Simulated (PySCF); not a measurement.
Predicted microwave data (PBE0/pcSseg-1 in PySCF (dipole) on a GFN2-xTB geometry, gas phase) for one isomer of C6H9OPSi:

- Rotational constants: A = 2719, B = 492.2, C = 429.8 MHz
- Dipole components: |μa| = 0.20 D, |μb| = 0.05 D, |μc| = 0.95 D
- Inertial defect: -36.90 u·Å²
- κ: -0.95

**Question.** Which candidate fits, each taken in the one conformer that was computed?
A. `[CH:1]#[C:2][C:3]#[C:4][CH2:5][Si@H:6]([PH2:7])[O:8][CH3:9]` with C4–C5–Si6–P7 164°, C5–Si6–P7–H 67° and 160°, C5–Si6–O8–C9 -59°
B. `[CH:1]#[C:2][C:3](=[CH2:4])[Si@:5]1([PH2:6])[CH2:7][CH2:8][O:9]1` with C2–C3–Si5–P6 38°, C3–Si5–P6–H -35° and 58°

**Answer.** A. It is C#CC#CC[Si@H](P)OC, a near-prolate asymmetric top, point group C1. The candidates at the same level (rigid rotor, commonest isotopes):

```tsv
SMILES	A (MHz)	B (MHz)	C (MHz)	μa (D)	μb (D)	μc (D)	Δ (u·Å²)	point group	rotor
C#CC(=C)[Si@]1(P)CCO1	1459	995.4	705.6	0.83	0.97	1.12	-137.88	C1	asymmetric top
C#CC#CC[Si@H](P)OC	2719	492.2	429.8	0.20	0.05	0.95	-36.90	C1	near-prolate asymmetric top
```

`C#CC(=C)[Si@]1(P)CCO1` has B 102 % too high. No structure here is proved a minimum.
